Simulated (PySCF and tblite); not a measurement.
Values are calculated unless marked as measured or tabulated.
Molecule: C₅H₁₀FN, numbered as in [CH3:1][N:2]1[CH2:3][CH2:4][C@H:5]([F:6])[CH2:7]1.

The ring 2–3–4–5–7 is held at Altona–Sundaralingam phase angles P (ν_j = ν_max cos(P + 144°(j − 2)), ν_j about the bond from ring atom j to j + 1, counted from 0) and the rest relaxed at GFN2-xTB. Energies: PBE0/pcSseg-1 + D3(BJ). Programs: tblite and PySCF.

**Question.** Give the DFT energy and dipole along the phase angle P.

**Answer.** 
| phase angle P ° | E kcal/mol | dipole D | amplitude ° |
| --- | --- | --- | --- |
| 0 | 4.23 | 1.45 | 38 |
| 36 | 2.24 | 1.59 | 40 |
| 72 | 0.79 | 1.59 | 42 |
| 108 | 0.00 | 1.37 | 43 |
| 144 | 0.36 | 1.06 | 40 |
| 180 | 2.45 | 0.97 | 35 |
| 216 | 3.43 | 1.06 | 34 |
| 252 | 2.76 | 1.16 | 37 |
| 288 | 3.36 | 1.17 | 39 |
| 324 | 5.04 | 1.23 | 37 |

**Question.** How free is the pseudorotation?

**Answer.** The sampled points span 5.04 kcal/mol, from P = 108° to P = 324°; RT at 298 K is 0.59 kcal/mol, so it is strongly hindered.
